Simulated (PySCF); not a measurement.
**Electron correlation in C (carbon, neutral)**

[He] 2s2 2p2, high-spin 3P determinant. Calculation: PySCF 2.14, in cc-pVTZ (4s3p2d1f, 30 functions); no relativity, point nucleus. Frozen: 1s2; 4 electrons correlated.

MP2 pair energies summed by pair of shells (mhartree):

| pair | energy | share (%) |
| --- | --- | --- |
| 2s-2p | -40.83 | 61.0 |
| 2s-2s | -18.86 | 28.2 |
| 2p-2p | -7.23 | 10.8 |

Total MP2 correlation energy: -66.92 mhartree.

Same-spin part -12.65 and opposite-spin part -54.27 mhartree; SCS-MP2 scales them by 1/3 and 6/5 to -69.34 mhartree.

```json
{"level": "CCSD", "correlation energy (mhartree)": "-87.16"}
{"level": "(T)", "correlation energy (mhartree)": "-2.04"}
{"level": "CCSD(T)", "correlation energy (mhartree)": "-89.20"}
```

Diagnostics: T1 = 0.0084, D1 = 0.0161, largest double amplitude 0.111.

Task: Is a single reference adequate?

Result: Mostly. T1 lies below 0.03, but a double amplitude of this size points to a near-degeneracy that CCSD handles and MP2 describes poorly.
